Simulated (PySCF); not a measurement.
From one molecule to another.

First species: C3H14Si3.
SMILES: `CCC([SiH3])([SiH3])[SiH3]`

Second species: C₆H₅NO₂.
Cartesian coordinates in Å at the GFN2-xTB level; atoms count from 1:
```
atom  x, y, z in Å
N1     3.0552   -0.2670   -1.4367
C2     2.0563    0.0216   -0.9501
C3     0.8054    0.2864   -0.3665
C4     0.5126    1.4926    0.1427
O5    -0.6618    1.8281    0.6936
C6    -1.6229    0.8616    0.7272
C7    -1.4742   -0.3714    0.2642
C8    -0.1699   -0.8774   -0.2848
O9     0.2981   -1.8840    0.5986
H10    1.2084    2.3207    0.1283
H11   -2.5381    1.2382    1.1573
H12   -2.2775   -1.0838    0.3307
H13   -0.3170   -1.3179   -1.2882
H14    1.1247   -2.2483    0.2615
```

Levels: PBE0/def2-SVPD for dipole moment, HOMO energy, LUMO energy, HOMO–LUMO gap, static isotropic polarisability and electronic spatial extent ⟨r²⟩ about the centre of nuclear charge; TDDFT PBE0/def2-SVPD for lowest singlet excitation; TDA PBE0/def2-SVPD for lowest triplet excitation (Tamm–Dancoff); GFN2-xTB for rotational constant A and rotational constant C. Geometries: GFN2-xTB. All species are isolated and taken at one optimised geometry, non-relativistic unless stated. Electronic properties by PySCF.

The conformers computed, where there is a choice (atom-mapped SMILES and torsion angles):
- `[CH3:1][CH2:2][C:3]([SiH3:4])([SiH3:5])[SiH3:6]`: C1–C2–C3–Si4 -62°
- `[N:1]#[C:2][C:3]1=[CH:4][O:5][CH:6]=[CH:7][C@@H:8]1[OH:9]`: H–O9–C8–C7 178°

(1) Which of the two has the higher ⟨r²⟩, and by how much?

(2) Which has the higher dipole moment?

(3) Which of the two has the higher LUMO energy, and by how much?

(4) Which has the higher rotational constant A?

(5) Which has the higher HOMO energy?

(6) Which has the higher S1 energy?

(7) Which has the higher static isotropic polarisability?

(8) Which has the higher HOMO–LUMO gap?

Answers

(1) The first: 1269 bohr² against 1078 bohr², a difference of 191 bohr².

(2) The second: 3.50 D against 0.93 D, a difference of 2.57 D.

(3) The first: 0.15 eV against -1.51 eV, a difference of 1.66 eV.

(4) The second: 2.875 GHz against 1.682 GHz, a difference of 1.193 GHz.

(5) The second: -7.45 eV against -8.21 eV, a difference of 0.76 eV.

(6) The first: 7.20 eV against 5.01 eV, a difference of 2.19 eV.

(7) The first: 117.5 au against 79.9 au, a difference of 37.6 au.

(8) The first: 8.36 eV against 5.94 eV, a difference of 2.42 eV.

On the first: The polarisability is 17.41 Å³ as a volume (1 au = 0.148185 Å³), or 1.59 au for each of the 74 electrons. The principal polarisabilities are 112.8, 117.8 and 121.9 au; their mean is the isotropic value.

On the second: The principal polarisabilities are 53.3, 79.2 and 107.1 au; their mean is the isotropic value. The 6 singlets span 5.01 to 6.81 eV, and their oscillator strengths add up to 0.19.
